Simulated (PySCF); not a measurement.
**How methods differ on the excitation energy of Cr⁺**

Cr⁺ [Ar] 3d5 (6S) → Cr⁺ [Ar] 3d4 4p1 (high-spin determinant), as a difference of total energies. Computed with PySCF 2.14 in aug-cc-pVTZ with one added diffuse shell each of s, p, d, f, g type (9s8p6d4f3g, 118 functions), with no relativity, point nucleus. Correlated levels: valence: [Ar] frozen. The calculations carry no spin-orbit coupling.

| method | excitation energy (eV) |
| --- | --- |
| UHF | 5.040 |
| LDA | 6.295 |
| PBE | 6.008 |
| PBE0 | 5.915 |
| r2SCAN | 5.916 |
| TPSS | 5.907 |
| wB97X | 6.030 |
| TPSSh | 5.883 |
| MP2 (valence) | 5.790 |
| SCS-MP2 (valence) | 5.290 |

Q: How much does correlation contribute at MP2 (valence)?

A: 5.790 − (5.040) = 0.750 eV, measured against UHF.

A first-order spin-orbit estimate (lowest level to lowest level, LS coupling) adds -0.066 eV.

The determinant of the upper state mixes LS terms, which raises its energy above the lowest term, most at the Hartree-Fock and MP2 levels.
